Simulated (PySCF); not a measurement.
# Field gradients at the hydrogen positions

Compound: C4H12B2O4.
Geometry (PBE0-D3(BJ)/def2-SVP, Å), atoms numbered from 1 in this order:
```xyz
22
C4H12B2O4 angstrom
C     -2.9196    1.8288   -0.9624
O     -1.5950    1.3636   -0.9987
B     -1.1363    0.4712   -0.0786
O     -2.0288    0.0629    0.8698
C     -1.7132   -0.8471    1.8859
B      0.5127   -0.0234   -0.2152
O      1.2910    0.0252    0.9118
C      2.6706   -0.1752    1.0549
O      0.9180   -0.4205   -1.4535
C      2.1462   -0.9282   -1.8931
H     -3.6404    1.0131   -1.1379
H     -3.0420    2.5837   -1.7526
H     -3.1669    2.2859    0.0099
H     -2.0894   -0.4632    2.8474
H     -2.2032   -1.8166    1.6949
H     -0.6272   -1.0058    1.9762
H      3.2580    0.4295    0.3460
H      2.9523   -1.2336    0.9293
H      2.9562    0.1289    2.0729
H      2.4933   -1.7793   -1.2852
H      2.9348   -0.1582   -1.9007
H      2.0177   -1.2840   -2.9262
```

Level: PBE0/pcSseg-1 (PySCF, non-relativistic); Q(2H) = 0.00286 b; rigid geometry, the same for H and D, with no vibrational averaging.

Task: Rank these positions by the coupling χzz of a deuteron there, largest first.
A. H12 (methyl hydrogen)
B. H16 (methyl hydrogen)
C. H21 (methyl hydrogen)

Result: A (193 kHz), C (189 kHz), B (183 kHz).

Task: Tabulate Vzz, the asymmetry η and χzz = 234.96 MHz × Q × Vzz for every hydrogen position.

Result: 
```tsv
atom	bonded to	bond length (Å)	Vzz (au)	η	χzz (kHz)
H11	C1	1.103	0.2809	0.09	189
H12	C1	1.100	0.2873	0.07	193
H13	C1	1.102	0.2807	0.09	189
H14	C5	1.102	0.2835	0.08	190
H15	C5	1.103	0.2809	0.08	189
H16	C5	1.101	0.2730	0.10	183
H17	C8	1.101	0.2817	0.08	189
H18	C8	1.102	0.2809	0.08	189
H19	C8	1.100	0.2847	0.07	191
H20	C10	1.102	0.2813	0.08	189
H21	C10	1.102	0.2811	0.08	189
H22	C10	1.100	0.2844	0.07	191
```

Isolated species at its PBE0-D3(BJ)/def2-SVP geometry (one conformer only). With so small a basis the couplings can be 20 % off.

These values come from a run that also computed NMR shieldings. On Arm Neoverse V2, one thread (shared host), this took 52 s wall.
